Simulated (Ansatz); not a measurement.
A short molecular-dynamics run on the cluster Li₃Sn₂ (the lowest doublet isomer of a short search).

```yaml
crystal:
  periodic: [false, false, false]
  atoms:
    - {symbol: Li, position_ang: [-0.511881, 0.096058, 1.717101]}
    - {symbol: Li, position_ang: [-1.346026, -0.235908, -1.159877]}
    - {symbol: Li, position_ang: [0.383688, 2.489034, -0.405454]}
    - {symbol: Sn, position_ang: [1.340877, -0.003814, -0.377047]}
    - {symbol: Sn, position_ang: [0.133332, -2.345370, 0.225288]}
basis:
  gaussian: {orbitals: def2-SVP}
magnetization: {spin_polarized: true, initial_magnetization: 1}
hamiltonian: {xc: {name: PBE}}
md: {timestep: 1 fs, n_steps: 15, ensemble: nvt_langevin, temperature: 500, initial_velocities: maxwell_boltzmann, friction: 0.01, seed: 898}
scf: {omitted_lower_state_checks: [starts]}
```

```sh
$ ansatz run in.yaml --threads 2 --pin off --events-out ev --progress --plain --max-ram 4352MiB
```

```csv
step,time (fs),potential energy (eV),kinetic (eV),T (K)
0,0.0,-12276.0135,0.2585,400
1,1.0,-12276.0145,0.2831,438
2,2.0,-12276.0148,0.2853,441
3,3.0,-12276.0145,0.2705,418
4,4.0,-12276.0136,0.2435,377
5,5.0,-12276.0122,0.2435,377
6,6.0,-12276.0101,0.2841,440
7,7.0,-12276.0070,0.2773,429
8,8.0,-12276.0029,0.3135,485
9,9.0,-12275.9980,0.3051,472
10,10.0,-12275.9924,0.2941,455
11,11.0,-12275.9861,0.3054,473
12,12.0,-12275.9791,0.3027,468
13,13.0,-12275.9714,0.3164,490
14,14.0,-12275.9631,0.3263,505
15,15.0,-12275.9541,0.3387,524
```

Velocities are drawn at the set temperature; a run this short doesn't reach equilibrium. Under Langevin dynamics the printed temperature counts 3N degrees of freedom, so it starts below the set value.

In the def2 sets Sn takes a core potential; there is no spin–orbit coupling.

Frames (Å, forces in eV/Å):

```xyz
5
time=0.0 fs
Li   -0.512    0.096    1.717   -0.010    0.006   -0.024
Li   -1.346   -0.236   -1.160    0.015    0.015    0.026
Li    0.384    2.489   -0.405   -0.030    0.009    0.008
Sn    1.341   -0.004   -0.377    0.200    0.293   -0.097
Sn    0.133   -2.345    0.225   -0.175   -0.323    0.087
5
time=1.0 fs
Li   -0.517    0.108    1.711   -0.005   -0.003   -0.022
Li   -1.356   -0.244   -1.154    0.031    0.018    0.025
Li    0.394    2.486   -0.395   -0.037    0.025    0.005
Sn    1.342   -0.002   -0.378    0.177    0.253   -0.094
Sn    0.132   -2.347    0.225   -0.166   -0.293    0.086
5
time=2.0 fs
Li   -0.522    0.120    1.704    0.000   -0.012   -0.018
Li   -1.365   -0.252   -1.148    0.046    0.021    0.022
Li    0.405    2.483   -0.384   -0.044    0.042    0.002
Sn    1.343   -0.001   -0.378    0.155    0.213   -0.090
Sn    0.131   -2.348    0.225   -0.157   -0.264    0.084
5
time=3.0 fs
Li   -0.526    0.131    1.697    0.004   -0.021   -0.013
Li   -1.374   -0.261   -1.142    0.058    0.024    0.018
Li    0.416    2.479   -0.372   -0.051    0.062   -0.001
Sn    1.344    0.001   -0.379    0.136    0.173   -0.087
Sn    0.130   -2.350    0.225   -0.147   -0.238    0.083
5
time=4.0 fs
Li   -0.529    0.142    1.690    0.007   -0.029   -0.006
Li   -1.382   -0.269   -1.135    0.069    0.028    0.014
Li    0.425    2.474   -0.361   -0.058    0.083   -0.005
Sn    1.345    0.002   -0.380    0.121    0.132   -0.086
Sn    0.129   -2.351    0.225   -0.138   -0.214    0.082
5
time=5.0 fs
Li   -0.533    0.152    1.682    0.009   -0.036    0.004
Li   -1.390   -0.277   -1.128    0.078    0.030    0.008
Li    0.436    2.470   -0.352   -0.065    0.103   -0.008
Sn    1.346    0.002   -0.380    0.107    0.093   -0.085
Sn    0.127   -2.353    0.224   -0.129   -0.191    0.080
5
time=6.0 fs
Li   -0.536    0.162    1.673    0.009   -0.043    0.016
Li   -1.398   -0.285   -1.122    0.089    0.032    0.003
Li    0.447    2.466   -0.342   -0.072    0.126   -0.011
Sn    1.347    0.003   -0.381    0.094    0.050   -0.085
Sn    0.126   -2.355    0.224   -0.120   -0.166    0.078
5
time=7.0 fs
Li   -0.537    0.171    1.664    0.006   -0.050    0.030
Li   -1.407   -0.292   -1.117    0.102    0.033    0.000
Li    0.458    2.459   -0.332   -0.080    0.156   -0.015
Sn    1.348    0.004   -0.381    0.082    0.001   -0.088
Sn    0.124   -2.357    0.224   -0.110   -0.140    0.073
5
time=8.0 fs
Li   -0.539    0.181    1.653    0.004   -0.057    0.048
Li   -1.416   -0.299   -1.110    0.111    0.035   -0.008
Li    0.471    2.452   -0.322   -0.088    0.189   -0.019
Sn    1.348    0.004   -0.381    0.076   -0.048   -0.093
Sn    0.122   -2.359    0.224   -0.102   -0.118    0.071
5
time=9.0 fs
Li   -0.541    0.192    1.641    0.000   -0.065    0.071
Li   -1.422   -0.305   -1.100    0.114    0.037   -0.020
Li    0.483    2.445   -0.313   -0.096    0.223   -0.024
Sn    1.349    0.005   -0.381    0.075   -0.094   -0.097
Sn    0.121   -2.361    0.223   -0.093   -0.100    0.070
5
time=10.0 fs
Li   -0.543    0.203    1.629   -0.002   -0.072    0.096
Li   -1.428   -0.311   -1.089    0.114    0.039   -0.036
Li    0.494    2.439   -0.303   -0.102    0.253   -0.028
Sn    1.349    0.005   -0.381    0.077   -0.132   -0.103
Sn    0.120   -2.362    0.221   -0.086   -0.087    0.071
5
time=11.0 fs
Li   -0.544    0.215    1.617   -0.006   -0.080    0.122
Li   -1.433   -0.317   -1.076    0.109    0.042   -0.054
Li    0.505    2.434   -0.293   -0.107    0.282   -0.033
Sn    1.348    0.005   -0.380    0.084   -0.166   -0.109
Sn    0.118   -2.364    0.220   -0.080   -0.078    0.074
5
time=12.0 fs
Li   -0.545    0.228    1.607   -0.009   -0.088    0.148
Li   -1.435   -0.323   -1.064    0.101    0.046   -0.073
Li    0.516    2.428   -0.283   -0.112    0.314   -0.038
Sn    1.348    0.005   -0.380    0.092   -0.204   -0.114
Sn    0.117   -2.365    0.219   -0.071   -0.068    0.077
5
time=13.0 fs
Li   -0.546    0.241    1.597   -0.012   -0.098    0.172
Li   -1.437   -0.328   -1.052    0.091    0.050   -0.092
Li    0.526    2.423   -0.270   -0.117    0.348   -0.043
Sn    1.347    0.005   -0.381    0.100   -0.243   -0.118
Sn    0.115   -2.367    0.217   -0.062   -0.058    0.080
5
time=14.0 fs
Li   -0.547    0.255    1.589   -0.013   -0.109    0.194
Li   -1.439   -0.333   -1.041    0.083    0.054   -0.109
Li    0.537    2.417   -0.255   -0.121    0.381   -0.049
Sn    1.346    0.006   -0.381    0.104   -0.280   -0.120
Sn    0.113   -2.368    0.216   -0.053   -0.046    0.084
5
time=15.0 fs
Li   -0.548    0.268    1.581   -0.014   -0.120    0.217
Li   -1.442   -0.336   -1.029    0.075    0.057   -0.128
Li    0.547    2.413   -0.241   -0.123    0.411   -0.054
Sn    1.346    0.006   -0.381    0.105   -0.317   -0.121
Sn    0.111   -2.370    0.215   -0.043   -0.031    0.086
```

It took 49 s on 2 threads of Arm Neoverse V2 on a shared host.
